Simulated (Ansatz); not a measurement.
System: C5H10Cl (charge 0, doublet). It need not be the lowest isomer of its formula. 
Geometry from a B3LYP-D3(BJ)/def2-TZVP (Ansatz, a quantum-chemistry and plane-wave program) optimisation:
SMILES: [CH2]CC[C@H](C)Cl
```xyz
16

C     -2.8713    -0.9650     0.5484
C     -1.7072    -0.4594    -0.2202
C     -0.3663    -0.7639     0.4468
C      0.8519    -0.2641    -0.3109
C      2.1636    -0.7040     0.3084
Cl     0.8277     1.5641    -0.3994
H     -3.8315    -1.1055     0.0723
H     -2.8227    -1.0619     1.6251
H     -1.7871     0.6292    -0.3578
H     -1.7172    -0.8754    -1.2348
H     -0.2566    -1.8487     0.5512
H     -0.3504    -0.3477     1.4580
H      0.7999    -0.5750    -1.3541
H      3.0133    -0.3155    -0.2511
H      2.2398    -0.3553     1.3390
H      2.2181    -1.7956     0.3084
```
Charge 0, spin multiplicity 2.

Total electronic energies in hartree. Valence correlation only, unless marked. Open shells are spin-unrestricted. No spin-orbit coupling. No relativistic terms. CBS marks a two-point X^-3 extrapolation of the correlation energy; Hartree-Fock from the larger set. The bracket is a focal-point correction in the basis named.

```csv
level,program,energy (Eh)
HF/cc-pV(D+d)Z,Ansatz,-654.64411
HF/cc-pV(Q+d)Z,Ansatz,-654.72868
RI-HF/cc-pV(Q+d)Z,Ansatz,-654.72856
SVWN5/def2-TZVPD,Ansatz,-653.43417
BLYP/def2-TZVPD,Ansatz,-656.65817
PBE0-D3(BJ)/def2-TZVP,Ansatz + dftd3,-656.39867
PBE0/def2-TZVPD,Ansatz,-656.38826
PBE0/def2-QZVPP,Ansatz,-656.41487
LC-wPBE-D4/def2-TZVPD,Ansatz + dftd4,-656.55266
RI-MP2/cc-pV(T+d)Z,Ansatz,-655.74660
RI-MP2/cc-pV(Q+d)Z,Ansatz,-655.83441
SCS-MP2/6-31G,Ansatz,-654.99068
SCS-MP2/6-31G*,Ansatz,-655.35768
CCSD/6-31G,Ansatz,-655.05271
"RI-MP2/CBS(cc-pV(T+d)Z,cc-pV(Q+d)Z)+[CCSD(T)-MP2]/cc-pV(T+d)Z",Ansatz,-656.0029
```

Totals of different functionals don't rank their quality; only differences between species are comparable.
